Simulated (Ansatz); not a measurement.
A nudged elastic band was laid between two geometries of C2H8OSSi (13 atoms, charge 0, multiplicity 1).

Theory: UKS PBE-D4/6-31G* in Ansatz.

```json
{"movable images": "7", "climbing image": "yes", "spring": "5.0 eV/Å²", "optimiser": "quadratic models (default)", "start path": "through a guess of the saddle point", "force threshold": "0.05 eV/Å", "iteration limit": "60", "end points": "relaxed"}
```

Initial state:

```xyz
13
Properties=species:S:1:pos:R:3
C -0.694 -0.727 1.636
O 0.537 -0.292 1.057
C 0.868 -0.971 -0.119
S -0.223 -0.581 -1.598
Si -0.061 1.567 -1.491
H -0.663 -1.812 1.861
H -1.548 -0.523 0.964
H -0.812 -0.161 2.572
H 1.900 -0.680 -0.364
H 0.798 -2.072 -0.007
H -0.890 2.171 -0.397
H 1.372 1.965 -1.291
H -0.561 2.080 -2.808
```

Final state:

```xyz
13
Properties=species:S:1:pos:R:3
C -0.703 -1.038 1.755
O 0.418 -0.248 1.346
C 0.899 -0.561 0.094
S -0.269 0.116 -1.269
Si 0.455 2.393 -1.450
H -0.465 -2.119 1.710
H -1.590 -0.836 1.125
H -0.919 -0.749 2.793
H 1.857 -0.036 -0.046
H 0.981 -1.652 -0.089
H -0.883 2.794 -0.797
H 0.425 -0.438 -2.299
H -0.184 2.338 -2.858
```

(1) What changes between the two ends?

(2) What energy profile does the band end with?

(3) What is the geometry of the highest image?

(4) What are the harmonic wavenumbers there?

The band took 27 iterations and of the order of 11 core-minutes.

## Answers

(1) Bonds broken: Si5–H12. Bonds formed: S4–H12.

(2) The run converged. The highest image is number 5 of 0 to 8, 2.49 eV above the first end and 0.40 eV above the last; the last end lies 2.08 eV above the first. A vibrational analysis at the climbing image gives one clearly imaginary mode, 386i cm⁻¹: a first-order saddle point. The orbitals were unrestricted but ended closed-shell.

```json
{"image": "0", "path coordinate (Å)": "0.00", "energy (eV)": "0.00", "Si5–H12 (Å)": "1.50", "S4–H12 (Å)": "3.02"}
{"image": "1", "path coordinate (Å)": "0.46", "energy (eV)": "0.01", "Si5–H12 (Å)": "1.50", "S4–H12 (Å)": "3.00"}
{"image": "2", "path coordinate (Å)": "0.91", "energy (eV)": "0.18", "Si5–H12 (Å)": "1.49", "S4–H12 (Å)": "2.76"}
{"image": "3", "path coordinate (Å)": "1.37", "energy (eV)": "1.00", "Si5–H12 (Å)": "1.48", "S4–H12 (Å)": "2.33"}
{"image": "4", "path coordinate (Å)": "1.83", "energy (eV)": "2.19", "Si5–H12 (Å)": "1.56", "S4–H12 (Å)": "1.88"}
{"image": "5", "path coordinate (Å)": "2.29", "energy (eV)": "2.49", "Si5–H12 (Å)": "1.86", "S4–H12 (Å)": "1.46"}
{"image": "6", "path coordinate (Å)": "3.43", "energy (eV)": "2.10", "Si5–H12 (Å)": "2.90", "S4–H12 (Å)": "1.36"}
{"image": "7", "path coordinate (Å)": "4.57", "energy (eV)": "2.09", "Si5–H12 (Å)": "2.97", "S4–H12 (Å)": "1.36"}
{"image": "8", "path coordinate (Å)": "5.71", "energy (eV)": "2.08", "Si5–H12 (Å)": "2.96", "S4–H12 (Å)": "1.36"}
```

(3) 
```xyz
13
Properties=species:S:1:pos:R:3:forces:R:3
C -0.721 -0.620 1.493 0.00 0.00 0.00
O 0.595 -0.234 1.093 0.00 0.00 0.00
C 1.040 -0.896 -0.040 0.00 0.00 0.00
S 0.149 -0.411 -1.639 0.00 0.00 0.00
Si 0.020 2.110 -1.216 0.00 0.00 0.00
H -0.776 -1.711 1.678 0.00 0.00 0.00
H -1.467 -0.338 0.725 0.00 0.00 0.00
H -0.934 -0.075 2.424 0.00 0.00 0.00
H 2.106 -0.652 -0.164 0.00 0.00 0.00
H 0.898 -1.994 0.016 0.00 0.00 0.00
H -1.033 1.973 -0.118 0.00 0.00 0.00
H 1.077 0.704 -1.824 0.00 0.00 0.00
H -0.933 2.111 -2.412 0.00 0.00 0.00
```

(4) 386i, 76, 113, 160, 178, 205, 258, 349, 442, 569, 611, 622, 876, 950, 953, 1038, 1126, 1147, 1182, 1277, 1309, 1434, 1456, 1464, 1476, 1743, 2030, 2052, 2945, 2960, 3012, 3085, 3102 cm⁻¹.

Run time: 5.7 min on 2 threads of Intel(R) Xeon(R) Gold 6455B (Sapphire Rapids) (shared host), peak memory 0.23 GiB.
